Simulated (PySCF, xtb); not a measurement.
Cl2GeH2O2, SMILES [Cl][Ge]([OH])([OH])[Cl].

GFN2-xTB in xtb at its own geometry gives an orbital gap of 6.02 eV and a dipole moment of 1.82 D.

The structure is a stationary point at r2SCAN-D4/def2-SVP. Other conformers were not sampled.

Q: What does r2SCAN/def2-TZVP run with PySCF give? (An estimate is asked for; the answer gives what the named calculation found.)

A: gap 6.24 eV (levels -8.18 and -1.94 eV), dipole 1.70 D.
